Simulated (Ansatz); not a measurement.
Correlation energies of `C=C(F)[SiH2][AlH2]` by basis set

Z-matrix (Å, degrees):
```
Si
Al 1 2.457
C 1 1.885 2 111.5
H 1 1.492 2 111.7 3 -120.6
H 1 1.492 2 111.7 3 120.7
H 2 1.587 1 120.1 3 -179.9
H 2 1.590 1 120.5 3 0.1
F 3 1.354 1 114.5 2 180.0
C 3 1.325 1 127.1 2 -0.0
H 9 1.082 3 120.0 1 -0.0
H 9 1.085 3 121.4 1 -180.0
```

Total charge 0; spin multiplicity 1. All single points use the PBE0-D4/def2-TZVP geometry. It is one conformer, not always the lowest. Frozen core, restricted reference, Ansatz. CBS rows extrapolate triple and quadruple zeta; past MP2 they add the triple-zeta difference.

```csv
basis,HF (Eh),MP2 corr.
def2-TZVPP,-709.55965,-0.76771
def2-QZVPP,-709.58342,-0.82765
```

Problem. Estimate the CCSD correlation energy and the (T) correction in each basis where they were run (hartree).

Solution. 
```csv
basis,CCSD corr.,(T)
def2-TZVPP,-0.82010,-0.03156
CBS(def2),-0.92444,as TZ
```
